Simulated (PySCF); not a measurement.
Working out the ionisation energy of Ge¹⁸⁺

Ge¹⁸⁺ [Ne] 3s2 3p2 (3P) → Ge¹⁹⁺ [Ne] 3s2 3p1 (2P). All numbers are calculated (PySCF 2.14, no relativity, point nucleus, in an even-tempered Gaussian basis (17 s from 1.5 bohr⁻², ratio 2.5; 11 p from 2 bohr⁻², ratio 2.5; 5 d from 9.5 bohr⁻², ratio 2.7; 4 f from 14 bohr⁻², ratio 2.7)). Frozen: 1s2; the 18 highest virtual orbitals dropped. Energies in hartree (1 hartree = 27.21139 eV):

```tsv
part	Ge¹⁸⁺ (lower)	Ge¹⁹⁺ (upper)
UHF	-1898.045635	-1872.379380
MP2 opposite-spin	-0.336988	-0.329587
MP2 same-spin	-0.114848	-0.102721
```

**Question.** What does Hartree-Fock give?

**Answer.** (-1872.379380) − (-1898.045635) = 25.666255 hartree = 698.414 eV.

**Question.** What do MP2 and SCS-MP2 (6/5 opposite-spin, 1/3 same-spin) give?

**Answer.** The opposite-spin parts differ by 0.201 eV and the same-spin parts by 0.330 eV. MP2: 698.414 + (0.201) + (0.330) = 698.945 eV. SCS-MP2: 698.414 + 1.2 × (0.201) + (0.330)/3 = 698.765 eV.

Reference: 706.7 ± 1 eV (semi-empirical (NIST evaluation); NIST Atomic Spectra Database, ionization energies), between the lowest levels; spin-orbit coupling is absent from the calculation.

The calculation is non-relativistic.

What remains against the reference includes basis incompleteness, the frozen core and correlation beyond second order.
